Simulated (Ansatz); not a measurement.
A single point on `N[Si@H](O)O[Si@@H](N)O`.

```yaml
crystal:
  periodic: [false, false, false]
  atoms:
    - {symbol: N, position_ang: [0.169494, 1.293662, -2.454649]}
    - {symbol: Si, position_ang: [-0.555067, 0.754743, -1.010165]}
    - {symbol: O, position_ang: [-1.557753, -0.515432, -1.315505]}
    - {symbol: O, position_ang: [0.686184, 0.336321, -0.042568]}
    - {symbol: Si, position_ang: [0.979976, -0.583434, 1.278171]}
    - {symbol: N, position_ang: [-0.486549, -1.377045, 1.631061]}
    - {symbol: O, position_ang: [1.472104, 0.290008, 2.571231]}
    - {symbol: H, position_ang: [-0.362036, 1.756913, -3.172663]}
    - {symbol: H, position_ang: [1.126402, 1.605971, -2.436756]}
    - {symbol: H, position_ang: [-1.432473, 1.724036, -0.319505]}
    - {symbol: H, position_ang: [-1.262570, -1.100409, -2.017207]}
    - {symbol: H, position_ang: [2.151592, -1.431602, 0.978613]}
    - {symbol: H, position_ang: [-0.584737, -1.998133, 2.416144]}
    - {symbol: H, position_ang: [-1.144417, -1.579262, 0.894029]}
    - {symbol: H, position_ang: [0.799848, 0.823654, 2.999770]}
basis:
  gaussian: {orbitals: def2-QZVPP}
correlation: {method: mp2}
```

```sh
$ ansatz run in.yaml --threads 2 --pin off --events-out ev --progress --plain --max-ram 32768MiB --backend cuda --devices 0, --max-vram 18GiB
```

Shortened log:

```
Functional definition: HF
3996 factors; integrals over basis functions are off by at most 1.0e-3 eV
mean field evaluation 1: about -24930.6312 eV, gradient 7.2e1 eV
mean field evaluation 2: about -24930.8106 eV, gradient 7.2e1 eV
mean field evaluation 4: about -24940.0865 eV, gradient 4.5e0 eV
mean field evaluation 8: about -24940.1659 eV, gradient 3.4e-1 eV
mean field -24940.16617746 eV, -916.5342019699 hartree, gradient 9.9e-7 eV, S^2 0.000000; 0 other end points of the search recorded, 0 dependent functions left out
15 core orbitals not correlated: weight in the atoms' cores, before any rotation towards them, 1.000 or more for the frozen orbitals, at most 0.000 for the correlated occupied ones
reference -24940.16617746 eV, -916.5342019699 hartree; 22, 22 occupied and 628, 628 virtual orbitals, 3996 factors
second order -40.51212198 eV of doubles, -0.00000000 eV of singles
Total energy: -24980.67829945 eV, -918.0229949927 hartree
```

Run time 16 s (2 threads of an AMD EPYC 7R13 on a shared host and a share of an NVIDIA H100 80 GB); peak host memory 1.2 GiB.
